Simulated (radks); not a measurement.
Question: Species: Sn9+. Configuration: [Kr] 4d5. All-electron calculation, Dirac Kohn-Sham, PBEsol, spin-unpolarised, spherical densities, finite nucleus; open shells are shared between the two j in proportion to 2j + 1; Fermi nuclear charge, rms radius 4.6519 fm. Program: a radial shooting solver on a logarithmic mesh with Libxc functionals. Some entries of the table are withheld. Estimate them.

orbital,occ.,eigenvalue (eV),<1/r> (bohr^-1),r(max) (bohr)
1s1/2,2,-29145.74,53.06,0.01878
2s1/2,2,-4542.066,12.31,0.1063
2p1/2,2,-4254.592,12.29,0.08181
2p3/2,4,-4024.131,11.44,0.08633
3s1/2,2,-1008.358,4.356,0.3076
3p1/2,2,-891.6496,4.267,0.2939
3p3/2,4,-849.3830,4.060,0.3041
3d3/2,4,-643.2555,3.909,0.2487
3d5/2,6,-634.5015,3.855,0.2517
4s1/2,2,-287.3372,1.773,0.7349
4p1/2,2,-246.9834,(1),0.7555
4p3/2,4,-238.4250,(2),0.7776
4d3/2,2,-172.5712,1.417,0.8282
4d5/2,3,-171.1309,1.403,0.8353
5s1/2,0,-120.2085,0.8324,1.575
5p1/2,0,(3),0.7780,1.679
5p3/2,0,(4),0.7583,1.718

Answer: 
(1) 4p1/2 <1/r> (bohr^-1): 1.676
(2) 4p3/2 <1/r> (bohr^-1): 1.615
(3) 5p1/2 eigenvalue (eV): -106.3622
(4) 5p3/2 eigenvalue (eV): -104.0898
